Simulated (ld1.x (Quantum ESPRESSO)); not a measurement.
**Which setting gave this result? (boron, TM)**

Base potential:

B (Z = 5), norm-conserving Troullier–Martins (Kleinman–Bylander form), made with ld1.x (Quantum ESPRESSO) 7.5 (PBE, scalar-relativistic). Core [He], reference 2s1.5 2p0 (charge +1.5). Waves: 2s (bound): rc 0.90 bohr; 2p (bound, empty): rc 3.20 bohr. Local part: all-electron potential smoothed inside 3.00 bohr (lloc = -1). Core correction: a·sin(br)/r model core inside 0.70 bohr.

Cutoffs, loose and tight: the cutoffs (Ry, on a coarse ladder) from which the occupation-weighted sum of valence levels, in a spherical-Bessel basis at the reference potential, stays within 10 and 1 mRy of its value at 400 Ry. They do not see the model core or the augmentation charge, which bear on the density cutoff. Test errors are all-electron minus pseudo excitation energies from the reference, over the configurations 2s2 2p1; 2s2 2p0; 2s1 2p0; 2s2 2p1.3; 2s1 2p1; 2s1 2p2; 2s2 2p0.5; variants that change the core or the reference have their own tests. The largest error is taken over the tests solved by every variant that gives reliable tests at all, those not shown here included: 2s1 2p0; 2s1 2p1; 2s2 2p0; 2s2 2p0.5.

Only the p radius is moved (2 further runs of the sweep failed or gave no value and are left out):

| p radius (bohr) | cutoff, loose | cutoff, tight | bound ghosts | largest test error (meV) | median size of the test errors |
| --- | --- | --- | --- | --- | --- |
| 2.1 | 80 Ry | 180 Ry | none | +46 | 46.4 meV |
| 2.38 | 80 Ry | 180 Ry | none | +59 | 58.7 meV |
| 2.94 | 80 Ry | 180 Ry | none | +100 | 100.2 meV |
| 3.18 | 80 Ry | 180 Ry | none | +125 | 125.3 meV |
| 3.92 | 80 Ry | 180 Ry | none | +231 | 231.1 meV |

One more run gave cutoff, loose: 80 Ry; cutoff, tight: 180 Ry; bound ghosts: none; largest test error (meV): +199; median size of the test errors: 199.4 meV. Which value of the p radius was used?

3.72 bohr. The median size of the test errors moves one way along this sweep, from 46.4 meV at 2.1 to 231.1 meV at 3.92 bohr, which places the run between 3.18 and 3.92 bohr.
